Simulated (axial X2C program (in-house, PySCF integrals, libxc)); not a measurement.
## DyF: a free-ion multiplet in an axial field

Calculated with an in-house all-electron X2C program for linear molecules (integrals from PySCF): two-component X2C with atomic mean-field Coulomb and Gaunt terms, basis Dy dyall-v3z, F dyall-av3z (cores contracted in-house). Orbitals come from Hartree–Fock averaged over the configuration Dy f9 s2; CI then distributes these electrons over the f, s shells of Dy.

R = 1.975 Å.

(1) Which level do Hund's rules give for f9, how many Ω levels does it split into, and what is its Landé factor?

The computed levels compare thus:

| Ω | energy (cm⁻¹) | g∥ computed | 2gJΩ |
| --- | --- | --- | --- |
| 15/2 | 0 | 19.91 | 20.00 |
| 13/2 | 485 | 17.01 | 17.33 |
| 11/2 | 920 | 14.21 | 14.67 |
| 9/2 | 1255 | 11.58 | 12.00 |
| 7/2 | 1461 | 9.06 | 9.33 |
| 5/2 | 1556 | 6.54 | 6.67 |
| 3/2 | 1585 | 3.97 | 4.00 |
| 1/2 | 1589 | 1.33 | 1.33 |

The 8 lowest levels are just these Ω; they span 1589 cm⁻¹, the lowest has Ω = 15/2, and the next level lies at 3512 cm⁻¹. Departures of g∥ from 2gJΩ come from intermediate coupling and from mixing with the higher-lying level J − 1 of the term. The computed g∥ is the magnitude of 2⟨Lz + ge Sz⟩.

Dynamic correlation is missing, so gaps between terms are too wide and other configurations may lie lower; the lowest level listed is that of this model, not necessarily the ground state. At most 4 roots were kept for each Ω > 0 (twice that for Ω = 0) within 2.2 eV of the lowest, so higher up levels can be missing between those listed; levels with Ω > 0 are doubly degenerate and listed once, Ω = 0 levels singly.

Results:

(1) S = 5/2, L = 5, J = 15/2 (6H15/2). It gives Ω = 1/2 to 15/2, 8 levels. gJ = 3/2 + [S(S+1) − L(L+1)]/[2J(J+1)] = 1.333, so g∥ = 2gJΩ.
